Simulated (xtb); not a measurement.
CClF (SMILES F[C]Cl), singlet, from a rough starting geometry; GFN2-xTB run with xtb.

The xtb input:
```
$ xtb mol.xyz --gfn 2 --opt vtight --json

# file mol.xyz
3

F     -1.14734870    -0.38559618    -0.01250562
C     -0.22114521     0.54238224     0.01269932
Cl     1.27087796    -0.14029002    -0.02669776
```

Task: Predict the main parts of the log of this xtb run.

Result: 
```
   ID    Z sym.   atoms
    1    9 F      1
    2    6 C      2
    3   17 Cl     3

           -------------------------------------------------
          |                Calculation Setup                |
           -------------------------------------------------

           -------------------------------------------------
          |                 G F N 2 - x T B                 |
           -------------------------------------------------

          ...................................................
          :                      SETUP                      :
          :.................................................:
          :  # basis functions                  18          :
          :  # atomic orbitals                  17          :
          :  # shells                            7          :
          :  # electrons                        18          :
          :  max. iterations                   250          :
          :  Hamiltonian                  GFN2-xTB          :
          :  restarted?                      false          :
          :  GBSA solvation                  false          :
          :  PC potential                    false          :
          :  electronic temp.          300.0000000     K    :
          :  accuracy                    1.0000000          :
          :  -> integral cutoff          0.2500000E+02      :
          :  -> integral neglect         0.1000000E-07      :
          :  -> SCF convergence          0.1000000E-05 Eh   :
          :  -> wf. convergence          0.1000000E-03 e    :
          :  Broyden damping             0.4000000          :
          :  net charge                          0          :
          :  unpaired electrons                  0          :
          ...................................................

 iter      E             dE          RMSdq      gap      omega  full diag
   1    -11.3305250 -0.113305E+02  0.807E+00    2.16       0.0  T
   2    -11.3331601 -0.263507E-02  0.446E+00    2.06       1.0  T
   3    -11.3322783  0.881813E-03  0.133E+00    2.14       1.0  T
   4    -11.3337206 -0.144232E-02  0.317E-01    2.10       1.0  T
   5    -11.3334096  0.311028E-03  0.440E-01    2.15       1.0  T
   6    -11.3338217 -0.412113E-03  0.136E-01    2.14       1.0  T
   7    -11.3338044  0.172884E-04  0.150E-01    2.14       1.0  T
   8    -11.3338618 -0.574407E-04  0.213E-02    2.13       2.7  T
   9    -11.3338627 -0.861091E-06  0.697E-03    2.13       8.3  T
  10    -11.3338628 -0.712782E-07  0.361E-03    2.13      16.0  T
  11    -11.3338628  0.208060E-07  0.381E-03    2.13      15.2  T
  12    -11.3338628 -0.337376E-07  0.431E-04    2.13     133.9  T
  13    -11.3338628 -0.405322E-09  0.209E-05    2.13    2759.3  T

   *** convergence criteria satisfied after 13 iterations ***

         :::::::::::::::::::::::::::::::::::::::::::::::::::::
         ::                     SUMMARY                     ::
         :::::::::::::::::::::::::::::::::::::::::::::::::::::
         :: total energy             -11.309111720959 Eh    ::
         :: gradient norm              0.017999333681 Eh/a0 ::
         :: HOMO-LUMO gap              2.130441014975 eV    ::
         ::.................................................::
         :: SCC energy               -11.333862792240 Eh    ::
         :: -> isotropic ES            0.002274008586 Eh    ::
         :: -> anisotropic ES          0.000478296803 Eh    ::
         :: -> anisotropic XC         -0.002812309157 Eh    ::
         :: -> dispersion             -0.001003073057 Eh    ::
         :: repulsion energy           0.024751071281 Eh    ::
         :: add. restraining           0.000000000000 Eh    ::
         :: total charge               0.000000000000 e     ::
         :::::::::::::::::::::::::::::::::::::::::::::::::::::

      -----------------------------------------------------------
     |                   =====================                   |
[...]
 * total energy  :   -11.3091117 Eh     change       -0.1016076E-11 Eh
 * total energy  :   -11.3093018 Eh     change       -0.1901236E-03 Eh
 * total energy  :   -11.3093633 Eh     change       -0.6145832E-04 Eh
 * total energy  :   -11.3093665 Eh     change       -0.3197253E-05 Eh
 * total energy  :   -11.3093687 Eh     change       -0.2166618E-05 Eh
 * total energy  :   -11.3093691 Eh     change       -0.3968950E-06 Eh
 * total energy  :   -11.3093691 Eh     change       -0.1428987E-08 Eh
   *** GEOMETRY OPTIMIZATION CONVERGED AFTER 7 ITERATIONS ***
         :: total energy             -11.309369065146 Eh    ::
[...]
         :: -> dispersion             -0.001002716066 Eh    ::
         :: repulsion energy           0.022298221473 Eh    ::
         :: add. restraining           0.000000000000 Eh    ::
         :: total charge              -0.000000000000 e     ::
         :::::::::::::::::::::::::::::::::::::::::::::::::::::

           -------------------------------------------------
          |                Property Printout                |
           -------------------------------------------------

    * Orbital Energies and Occupations

         #    Occupation            Energy/Eh            Energy/eV
      -------------------------------------------------------------
         1        2.0000           -1.0987291             -29.8979
         2        2.0000           -0.8692325             -23.6530
         3        2.0000           -0.6421641             -17.4742
         4        2.0000           -0.5821598             -15.8414
         5        2.0000           -0.5746030             -15.6357
         6        2.0000           -0.5606729             -15.2567
         7        2.0000           -0.4964015             -13.5078
         8        2.0000           -0.4833768             -13.1534
         9        2.0000           -0.4286376             -11.6638 (HOMO)
        10                         -0.3501854              -9.5290 (LUMO)
        11                         -0.1429093              -3.8888
        12                         -0.0393894              -1.0718
        13                         -0.0330237              -0.8986
        14                         -0.0324570              -0.8832
        15                         -0.0188522              -0.5130
        16                          0.1455837               3.9615
        17                          0.2146901               5.8420
      -------------------------------------------------------------
                  HL-Gap            0.0784522 Eh            2.1348 eV
             Fermi-level           -0.3894115 Eh          -10.5964 eV

     #   Z          covCN         q      C6AA      α(0)
     1   9 F        0.867    -0.098    10.231     3.779
     2   6 C        1.677     0.066    29.841     8.855
     3  17 Cl       0.975     0.032    98.240    15.164

 Mol. C6AA /au·bohr⁶  :        341.317130
 Mol. C8AA /au·bohr⁸  :      11278.896175
 Mol. α(0) /au        :         27.797953

Wiberg/Mayer (AO) data.
largest (>0.10) Wiberg bond orders for each atom

 ---------------------------------------------------------------------------
     #   Z sym  total        # sym  WBO       # sym  WBO       # sym  WBO
 ---------------------------------------------------------------------------
     1   9 F    1.338 --     2 C    1.224     3 Cl   0.114
     2   6 C    2.646 --     3 Cl   1.422     1 F    1.224
     3  17 Cl   1.537 --     2 C    1.422     1 F    0.114
 ---------------------------------------------------------------------------

Topologies differ in total number of bonds
Writing topology from bond orders to xtbtopo.mol

molecular dipole:
                 x           y           z       tot (Debye)
 q only:        0.263       0.133       0.002
   full:        0.546      -0.342      -0.018       1.638
molecular quadrupole (traceless):
                xx          xy          yy          xz          yz          zz
 q only:       -0.274      -0.313       0.152      -0.015       0.001       0.121
  q+dip:        0.264      -0.556      -1.155      -0.029      -0.061       0.891
   full:        0.265      -0.585      -2.002      -0.022      -0.123       1.737

optimized geometry written to: xtbopt.xyz

           -------------------------------------------------
          | TOTAL ENERGY              -11.309369065146 Eh   |
          | GRADIENT NORM               0.000006184328 Eh/α |
          | HOMO-LUMO GAP               2.134793571758 eV   |
           -------------------------------------------------

normal termination of xtb
```
